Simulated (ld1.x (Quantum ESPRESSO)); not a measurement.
Values are calculated unless marked as measured or tabulated.
## Potentials for vanadium compared

Generated with ld1.x 7.5 (TM, RRKJ, ultrasoft, PAW), atompaw 4.2 or ONCVPSP 4.0.1. The cutoff is in Ry: for ld1.x and atompaw files where the sum of valence levels is converged to 10 mRy in a Bessel basis, for ONCV files where the hardest occupied wave has 1 mHa per electron of residual kinetic energy. The error is the largest all-electron minus pseudo excitation energy over each file’s own four to seven test configurations (ionisations up to +4, promotions, holes and added fractions of an electron), all of which were solved. The labels leave out finer settings (local radius, basis sizes, second energies), which also bear on the numbers. Spin-polarised tests are not counted. The rows are a selection from randomly drawn settings: files with unsolved tests, undetermined cutoffs or missed reference levels are left out.

| potential | cutoff (Ry) | largest error (meV) | bound ghosts |
| --- | --- | --- | --- |
| PAW, LDA (PZ), scalar-relativistic, rc 2.35/1.55/1.40 (spd), local smoothed, core correction yes, reference 3p6 3d3 4s0.5 4p0 | 50 | -55 | none |
| TM, BLYP, scalar-relativistic, rc 2.25/3.25/1.70/2.55 (spdf), local s, core correction no, reference 3d3 4s2 4p0 | 70 | -163 | none |
| ultrasoft, PBE, scalar-relativistic, rc 3.10/2.85/1.55 (spd), local smoothed, core correction yes, reference 3d3 4s2 4p0 | 40 | -503 | none |
| TM semilocal, LDA (PZ), scalar-relativistic, rc 3.05/2.60/1.85 (spd), local s, core correction no, reference 3d4 4s1 4p0 | 70 | -260 | none |
| ultrasoft, LDA (PZ), fully relativistic, rc 2.60/3.60/1.65 (spd), local smoothed, core correction no, reference 3d3 4s1 4p0 | 35 | +104 | none |

Fill in the row for V: TM, PBEsol, scalar-relativistic, rc 2.60/2.75/2.10 (spd), local smoothed, core correction no, reference 3d3.5 4s1.5 4p0.

cutoff 50 Ry, largest error +65 meV, bound ghosts: none.
